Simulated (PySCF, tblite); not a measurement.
Isomers of C6H11P, one GFN2-xTB conformer each. Single-point energies are computed at PBE0/pcSseg-1 (PySCF, gas phase, no added dispersion term), electronic only.

```csv
SMILES,GFN2-xTB relative energy (kJ/mol)
CC1=C(C)CPC1,0.0
CC1=CCCP1C,20.2
CCCP1C=C1C,183.9
CC#CP(C)CC,149.2
C1CP(C2CC2)C1,86.0
```

Conformers: `[CH3:1][C:2]1=[C:3]([CH3:4])[CH2:5][PH:6][CH2:7]1` with C2–C3–C5–P6 -17°, C3–C5–P6–C7 21°, C5–P6–C7–C2 -22°, C1–C2–C7–P6 -165°; `[CH3:1][C:2]1=[CH:3][CH2:4][CH2:5][P:6]1[CH3:7]` with C2–C3–C4–C5 13°, C3–C4–C5–P6 -19°, C4–C5–P6–C7 -81°, C1–C2–P6–C5 171°; `[CH3:1][CH2:2][CH2:3][P:4]1[CH:5]=[C:6]1[CH3:7]` with C1–C2–C3–P4 64°, C2–C3–P4–C5 -153°; `[CH3:1][C:2]#[C:3][P:4]([CH3:5])[CH2:6][CH3:7]` with C3–P4–C6–C7 72°; `[CH2:1]1[CH2:2][P:3]([CH:4]2[CH2:5][CH2:6]2)[CH2:7]1` with C2–P3–C4–C5 108°, C7–C1–C2–P3 14°, C1–C2–P3–C4 85°, P3–C4–C5–C6 107°, C2–P3–C7–C1 11°.

Question: What does PBE0/pcSseg-1 give for the same structures?

Answer: 
```csv
SMILES,PBE0/pcSseg-1 E (Eh),PBE0/pcSseg-1 (kJ/mol),GFN2-xTB (kJ/mol),point group
CC1=C(C)CPC1,-576.14015,0.0,0.0,Cs
CC1=CCCP1C,-576.13950,1.7,20.2,C1
C1CP(C2CC2)C1,-576.09923,107.4,86.0,Cs
CC#CP(C)CC,-576.09217,126.0,149.2,C1
CCCP1C=C1C,-576.08281,150.5,183.9,C1
```

Both levels put the same isomer lowest; measured from each level's own lowest isomer, the values differ by up to 33.4 kJ/mol (CCCP1C=C1C: 183.9 against 150.5). As drawn, the highest has a three-membered ring, which the lowest lacks. Neighbours under 10 kJ/mol apart (CC1=C(C)CPC1 and CC1=CCCP1C) can change places with a better method, another conformer or zero-point energy.

Question: Which frontier levels, dipoles and rotational constants go with these structures?

Answer: 
```json
{"SMILES": "CC1=C(C)CPC1", "HOMO (eV, PBE0/pcSseg-1)": "-6.51", "LUMO (eV)": "0.59", "dipole (D)": "1.66", "A, B, C (MHz)": "3144, 1903, 1249"}
{"SMILES": "CC1=CCCP1C", "HOMO (eV, PBE0/pcSseg-1)": "-6.31", "LUMO (eV)": "0.29", "dipole (D)": "1.36", "A, B, C (MHz)": "2636, 2322, 1560"}
{"SMILES": "C1CP(C2CC2)C1", "HOMO (eV, PBE0/pcSseg-1)": "-6.46", "LUMO (eV)": "0.72", "dipole (D)": "1.32", "A, B, C (MHz)": "4651, 1457, 1378"}
{"SMILES": "CC#CP(C)CC", "HOMO (eV, PBE0/pcSseg-1)": "-6.41", "LUMO (eV)": "0.42", "dipole (D)": "1.59", "A, B, C (MHz)": "2708, 1333, 987.0"}
{"SMILES": "CCCP1C=C1C", "HOMO (eV, PBE0/pcSseg-1)": "-6.29", "LUMO (eV)": "0.09", "dipole (D)": "1.75", "A, B, C (MHz)": "3180, 1553, 1191"}
```

Question: What happens when harmonic zero-point energies from GFN2-xTB frequencies are added?

Answer: 
```
       SMILES  ZPE (kJ/mol)  electronic (kJ/mol)  with ZPE (kJ/mol)
 CC1=C(C)CPC1         394.6                  0.0                0.0
   CC1=CCCP1C         398.1                  1.7                5.2
C1CP(C2CC2)C1         402.6                107.4              115.4
   CC#CP(C)CC         390.1                126.0              121.5
   CCCP1C=C1C         394.8                150.5              150.8
```

The zero-point energies span 12.5 kJ/mol. The order is unchanged.
